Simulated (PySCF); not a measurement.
## Frontier orbitals and the lowest excitations

C6H7NSi.
Geometry (GFN2-xTB, Å), atoms numbered from 1 in this order:
```xyz
15
C6H7NSi angstrom
N      4.270    0.484    0.199
C      3.389    0.509   -0.708
C      2.006    0.275   -0.557
C      0.837    0.032   -0.337
C     -0.517   -0.147   -0.092
C     -1.335   -1.182   -0.358
C     -2.686   -0.774    0.160
Si    -1.899    0.895    0.718
H      3.910    0.270    1.129
H      3.728    0.734   -1.718
H     -1.098   -2.122   -0.833
H     -3.060   -1.436    0.941
H     -3.448   -0.736   -0.619
H     -2.317    2.090   -0.009
H     -1.783    1.118    2.156
```

Theory: PySCF 2.14.0, density-fitted response routines, TDDFT CAM-B3LYP/def2-SVPD, vertical, gas phase, core orbitals frozen in the response.

Frontier orbitals with the atoms that hold most of them (Löwdin shares over 4%, at most four atoms; ? is withheld):

| orbital | ε (eV) | atoms |
| --- | --- | --- |
| LUMO+2 | 0.72 | Si8 32%, C7 13%, H15 11%, H14 10% |
| LUMO+1 | 0.07 | C6 19%, C5 16%, C4 13%, C3 13% |
| LUMO | -0.39 | ? |
| HOMO | ? | ? |
| HOMO-1 | -8.71 | C3 26%, C4 24%, N1 17%, C5 11% |
| HOMO-2 | -9.32 | N1 60%, C2 16%, H9 8%, H10 5% |
| HOMO-3 | -10.25 | C7 40%, Si8 24%, C6 12%, H14 5% |

Problem. Which atoms hold the LUMO, and with what shares?

Solution. N1 (bonded to C and H) 18%; C2 (bonded to C, N and H) 16%; C4 (bonded to 2 C) 15%; C3 (bonded to 2 C) 14%. By element: carbon 44% or more, nitrogen 18%.

Problem. Which atoms hold the HOMO, and with what shares?

Solution. C3 (bonded to 2 C) 21%; C6 (bonded to 2 C and H) 20%; C4 (bonded to 2 C) 18%; C5 (bonded to 2 C and Si) 17%.

Problem. What is the HOMO energy, and the HOMO–LUMO gap?

Solution. ε(HOMO) = -8.28 eV; the gap is 7.90 eV (0.2902 hartree).

Problem. How does S1 compare with the orbital gap of 7.90 eV?

Solution. S1 is at 4.41 eV (f = 0.011), 3.49 eV below the gap, made of HOMO→LUMO (56%), HOMO-1→LUMO (13%), HOMO→LUMO+1 (12%). Without the coupling terms of the response equations the lowest excitation would equal the gap.

Next come S2 at 4.86 eV (f 0.020), HOMO-1→LUMO (56%), HOMO-1→LUMO+1 (27%); S3 at 4.94 eV (f 0.018), HOMO-2→LUMO (55%), HOMO-2→LUMO+1 (15%), HOMO→LUMO (13%); S4 at 5.18 eV (f 0.023), HOMO→LUMO+1 (55%), HOMO-1→LUMO+1 (26%); S5 at 6.08 eV (f 0.974), HOMO-1→LUMO+1 (32%), HOMO→LUMO+1 (19%), HOMO→LUMO (17%).

Löwdin shares depend on the basis, the more so with diffuse functions.

The run took 54 s wall (grids of density and orbitals included) on Arm Neoverse V2, one thread, no GPU, shared host, and the process peaked at 1.0 GiB of memory.
